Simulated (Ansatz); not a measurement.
Steps of a relaxation of C₄H₁₀BN, SMILES `BN(C=C)CC` with RKS PBE0-D4/def2-TZVP.

```sh
$ ansatz run in.yaml --threads 4 --pin off --events-out ev --progress --plain --max-ram 11315MiB
```

```yaml
crystal:
  periodic: [false, false, false]
  atoms:
    - {symbol: B, position_ang: [-0.074610, 0.305194, -2.087075]}
    - {symbol: N, position_ang: [0.038659, -0.178898, -0.763250]}
    - {symbol: C, position_ang: [-0.753333, -1.251762, -0.311808]}
    - {symbol: C, position_ang: [-0.758578, -1.811161, 0.916273]}
    - {symbol: C, position_ang: [0.960134, 0.448922, 0.198041]}
    - {symbol: C, position_ang: [0.272992, 1.455185, 1.121294]}
    - {symbol: H, position_ang: [-0.872630, -0.220368, -2.837157]}
    - {symbol: H, position_ang: [0.632217, 1.231404, -2.431543]}
    - {symbol: H, position_ang: [-1.418646, -1.639765, -1.099105]}
    - {symbol: H, position_ang: [-1.427666, -2.659571, 1.114578]}
    - {symbol: H, position_ang: [-0.128657, -1.464108, 1.746988]}
    - {symbol: H, position_ang: [1.752116, 0.953288, -0.387429]}
    - {symbol: H, position_ang: [1.456390, -0.350857, 0.788001]}
    - {symbol: H, position_ang: [0.999959, 1.870974, 1.847848]}
    - {symbol: H, position_ang: [-0.554650, 0.990953, 1.692855]}
    - {symbol: H, position_ang: [-0.146697, 2.297971, 0.535789]}
basis:
  gaussian: {orbitals: def2-TZVP}
hamiltonian: {xc: pbe0, dispersion: d4}
relax: {f_tol: 0.005, max_steps: 150}
```

Positions (Å) and forces (eV/Å) along the path, 9 of 11 steps:

```xyz
16
step=1 energy=-6472.0375 eV
B    -0.075    0.305   -2.087    0.011   -0.099    0.189
N     0.039   -0.179   -0.763   -0.064    0.062   -0.069
C    -0.753   -1.252   -0.312   -0.052   -0.244    0.395
C    -0.759   -1.811    0.916   -0.012    0.215   -0.461
C     0.960    0.449    0.198    0.226   -0.144   -0.043
C     0.273    1.455    1.121   -0.151    0.151    0.145
H    -0.873   -0.220   -2.837    0.291    0.187    0.281
H     0.632    1.231   -2.432   -0.261   -0.345    0.130
H    -1.419   -1.640   -1.099    0.346    0.196    0.426
H    -1.428   -2.660    1.115    0.361    0.463   -0.130
H    -0.129   -1.464    1.747   -0.322   -0.167   -0.453
H     1.752    0.953   -0.387   -0.407   -0.232    0.264
H     1.456   -0.351    0.788   -0.257    0.380   -0.286
H     1.000    1.871    1.848   -0.326   -0.209   -0.355
H    -0.555    0.991    1.693    0.407    0.205   -0.298
H    -0.147    2.298    0.536    0.209   -0.419    0.266
16
step=2 energy=-6472.1055 eV
B    -0.072    0.299   -2.076    0.001   -0.037    0.099
N     0.037   -0.173   -0.759    0.014    0.029   -0.048
C    -0.750   -1.238   -0.308   -0.010   -0.019    0.035
C    -0.754   -1.785    0.908    0.003    0.006   -0.068
C     0.957    0.445    0.197    0.015   -0.057   -0.054
C     0.268    1.439    1.119   -0.026    0.049    0.061
H    -0.861   -0.223   -2.815    0.084    0.053    0.077
H     0.627    1.213   -2.420   -0.069   -0.099    0.025
H    -1.409   -1.626   -1.084    0.092    0.056    0.115
H    -1.411   -2.626    1.106    0.092    0.128   -0.022
H    -0.127   -1.440    1.725   -0.094   -0.049   -0.115
H     1.736    0.950   -0.384   -0.116   -0.063    0.086
H     1.449   -0.349    0.775   -0.068    0.117   -0.086
H     0.987    1.848    1.839   -0.100   -0.054   -0.095
H    -0.549    0.971    1.679    0.120    0.064   -0.085
H    -0.149    2.272    0.541    0.062   -0.122    0.075
16
step=5 energy=-6472.1111 eV
B    -0.068    0.293   -2.074    0.000   -0.001    0.001
N     0.038   -0.171   -0.759    0.004    0.007    0.003
C    -0.750   -1.230   -0.307   -0.002    0.004   -0.002
C    -0.752   -1.778    0.905    0.002   -0.005   -0.002
C     0.954    0.447    0.193   -0.006   -0.005   -0.005
C     0.266    1.431    1.122    0.000    0.000    0.003
H    -0.854   -0.229   -2.808    0.000   -0.002   -0.001
H     0.631    1.198   -2.424    0.003   -0.001   -0.004
H    -1.410   -1.613   -1.078   -0.003   -0.001    0.000
H    -1.411   -2.611    1.106   -0.001    0.001    0.001
H    -0.125   -1.436    1.718    0.000    0.000    0.001
H     1.724    0.959   -0.385    0.000    0.004    0.000
H     1.452   -0.342    0.764    0.004   -0.001    0.001
H     0.981    1.837    1.841    0.001    0.000    0.002
H    -0.546    0.960    1.678   -0.001    0.000    0.001
H    -0.153    2.263    0.551   -0.001    0.001    0.000
16
step=6 energy=-6472.1111 eV
B    -0.067    0.292   -2.075   -0.001    0.000    0.003
N     0.038   -0.170   -0.759   -0.002    0.011   -0.001
C    -0.751   -1.230   -0.307    0.000    0.004    0.001
C    -0.754   -1.777    0.905    0.003   -0.006   -0.002
C     0.954    0.449    0.193   -0.004   -0.006   -0.006
C     0.266    1.431    1.124   -0.003   -0.007    0.000
H    -0.854   -0.230   -2.808    0.002   -0.002   -0.003
H     0.633    1.195   -2.426    0.002   -0.001   -0.005
H    -1.410   -1.613   -1.078   -0.002   -0.001    0.000
H    -1.413   -2.610    1.105   -0.002    0.003    0.001
H    -0.127   -1.436    1.719    0.004    0.002    0.002
H     1.722    0.962   -0.386    0.002    0.003   -0.001
H     1.455   -0.340    0.762    0.005   -0.004    0.007
H     0.982    1.838    1.841    0.002   -0.001    0.001
H    -0.543    0.957    1.681   -0.003    0.002    0.001
H    -0.155    2.261    0.554   -0.003    0.003    0.001
16
step=7 energy=-6472.1112 eV
B    -0.065    0.289   -2.078   -0.015   -0.014   -0.008
N     0.038   -0.168   -0.760    0.017    0.017    0.015
C    -0.752   -1.227   -0.307    0.002   -0.004    0.005
C    -0.752   -1.775    0.905    0.000   -0.001    0.000
C     0.953    0.450    0.193   -0.007   -0.002   -0.011
C     0.265    1.429    1.127    0.001    0.000    0.001
H    -0.852   -0.237   -2.808    0.004    0.005   -0.005
H     0.636    1.189   -2.435    0.007    0.003    0.007
H    -1.414   -1.608   -1.077   -0.006    0.001    0.001
H    -1.414   -2.606    1.106    0.001   -0.002   -0.002
H    -0.121   -1.437    1.716   -0.001    0.003    0.001
H     1.720    0.967   -0.386    0.000   -0.003    0.000
H     1.456   -0.339    0.760    0.000    0.002   -0.003
H     0.981    1.833    1.845    0.000   -0.002    0.002
H    -0.545    0.954    1.682    0.000    0.001    0.000
H    -0.156    2.263    0.560   -0.003   -0.002   -0.003
16
step=8 energy=-6472.1112 eV
B    -0.065    0.289   -2.078   -0.004   -0.007   -0.003
N     0.038   -0.168   -0.760    0.004    0.007    0.002
C    -0.752   -1.226   -0.307   -0.002    0.000    0.002
C    -0.752   -1.774    0.905    0.001   -0.002    0.001
C     0.954    0.450    0.192   -0.005   -0.001   -0.004
C     0.264    1.428    1.127    0.002    0.000    0.000
H    -0.851   -0.236   -2.809    0.001    0.002   -0.002
H     0.637    1.189   -2.433    0.003    0.001    0.003
H    -1.415   -1.607   -1.076   -0.001    0.000    0.000
H    -1.413   -2.606    1.107    0.000    0.000    0.000
H    -0.122   -1.436    1.717    0.001    0.001   -0.001
H     1.719    0.968   -0.387    0.000    0.000    0.001
H     1.457   -0.339    0.758    0.001    0.000    0.000
H     0.981    1.833    1.845    0.000    0.000    0.001
H    -0.544    0.952    1.682    0.000    0.000   -0.001
H    -0.158    2.261    0.561   -0.001    0.000    0.000
16
step=9 energy=-6472.1112 eV
B    -0.063    0.288   -2.079   -0.001    0.001   -0.001
N     0.037   -0.168   -0.760   -0.006   -0.001    0.001
C    -0.754   -1.225   -0.306    0.000    0.001    0.001
C    -0.751   -1.775    0.905   -0.001    0.001   -0.001
C     0.953    0.451    0.191    0.009   -0.004   -0.003
C     0.264    1.428    1.127   -0.003    0.004    0.004
H    -0.850   -0.236   -2.811    0.001    0.000    0.000
H     0.641    1.186   -2.433    0.000    0.000   -0.001
H    -1.419   -1.605   -1.074    0.000   -0.002    0.000
H    -1.412   -2.606    1.108    0.000    0.001    0.000
H    -0.119   -1.437    1.716    0.001   -0.001    0.000
H     1.718    0.969   -0.387   -0.001   -0.001    0.002
H     1.457   -0.338    0.757    0.002    0.003    0.000
H     0.980    1.832    1.846    0.000   -0.001    0.000
H    -0.545    0.951    1.683   -0.001    0.000    0.000
H    -0.159    2.261    0.562   -0.001   -0.001    0.000
16
step=10 energy=-6472.1112 eV rejected
B    -0.064    0.288   -2.078   -0.002    0.002    0.000
N     0.036   -0.166   -0.759    0.008   -0.022   -0.026
C    -0.754   -1.224   -0.306   -0.002    0.003    0.000
C    -0.751   -1.774    0.905    0.001   -0.001    0.005
C     0.954    0.450    0.191   -0.026    0.018    0.017
C     0.263    1.428    1.127    0.027   -0.012   -0.008
H    -0.849   -0.237   -2.811    0.001    0.003    0.002
H     0.640    1.188   -2.432    0.000   -0.002   -0.002
H    -1.419   -1.604   -1.074   -0.001    0.001    0.000
H    -1.412   -2.605    1.108    0.000    0.000   -0.001
H    -0.119   -1.436    1.716    0.000   -0.001    0.001
H     1.719    0.967   -0.387   -0.003    0.007   -0.001
H     1.458   -0.339    0.756   -0.002   -0.002    0.007
H     0.979    1.832    1.846   -0.002    0.006    0.006
H    -0.546    0.951    1.682    0.001   -0.003    0.000
H    -0.159    2.260    0.560    0.001    0.003    0.001
16
step=11 energy=-6472.1113 eV
B    -0.063    0.288   -2.079    0.003   -0.002   -0.001
N     0.037   -0.167   -0.760   -0.003   -0.001   -0.001
C    -0.754   -1.225   -0.306    0.001    0.000    0.000
C    -0.752   -1.774    0.905    0.001   -0.001    0.000
C     0.953    0.451    0.191    0.002    0.000    0.000
C     0.264    1.428    1.127    0.000    0.000    0.001
H    -0.849   -0.237   -2.811   -0.001    0.001    0.001
H     0.641    1.186   -2.434   -0.001    0.001    0.000
H    -1.419   -1.604   -1.074   -0.001    0.000    0.000
H    -1.413   -2.605    1.108    0.000    0.000    0.000
H    -0.118   -1.437    1.715    0.000    0.001    0.000
H     1.718    0.970   -0.387    0.000    0.000    0.000
H     1.458   -0.338    0.757    0.000    0.000    0.000
H     0.980    1.832    1.846    0.000    0.000    0.000
H    -0.545    0.951    1.683    0.000    0.000    0.000
H    -0.159    2.261    0.562    0.000    0.000    0.000
```

Hardware: 4 threads of an Arm Neoverse V1 on a shared host. Wall time 59 s, peak host memory 0.74 GiB.
